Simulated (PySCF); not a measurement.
Shapes and spin states of W(OH)2

All numbers come from PBE0 in PySCF with W def2-SVP with ECP60, O def2-SVP, H def2-SVP; scalar-relativistic core potentials, no spin–orbit coupling; density-fitted integrals.

Relaxations began from a few typed shapes and spin states; open shells are unrestricted. The search is not exhaustive: other isomers or separated fragments can lie lower, and high-lying points may rest on an excited occupation.

(1) Which is the lowest minimum found?
A. singlet (closed shell, unstable to spin polarisation) D∞h: O–H 0.957 Å (×2), W–O 1.827 Å (×2); H–O–W 180.0° (×2), O–W–O 180.0°
B. quintet C2h: O–H 0.965 Å (×2), W–O 1.933 Å (×2); H–O–W 129.4° (×2), O–W–O 180.0°
C. broken-symmetry Ms = 0 (⟨S²⟩ 1.00) D∞h: O–H 0.957 Å (×2), W–O 1.828 Å (×2); H–O–W 180.0° (×2), O–W–O 180.0°
D. triplet D∞h: O–H 0.957 Å (×2), W–O 1.829 Å (×2); H–O–W 180.0° (×2), O–W–O 180.0°
E. quintet C2: O–H 0.966 Å (×2), W–O 1.921 Å (×2); H–O–W 123.7° (×2), O–W–O 143.7°

Answers

(1) D. The others lie at 25.1 (broken-symmetry Ms = 0 D∞h), 43.1 (quintet C2), 53.5 (quintet C2h, a saddle point), 90.5 (singlet D∞h) kJ/mol above it.

For the lowest minimum: other spin states or occupations of the open shell can lie lower. With an element this heavy the missing spin–orbit coupling can shift these numbers.

The electron or spin density has lower symmetry than the nuclear frame for the broken-symmetry Ms = 0 (⟨S²⟩ 1.00) D∞h at 25.1 kJ/mol.
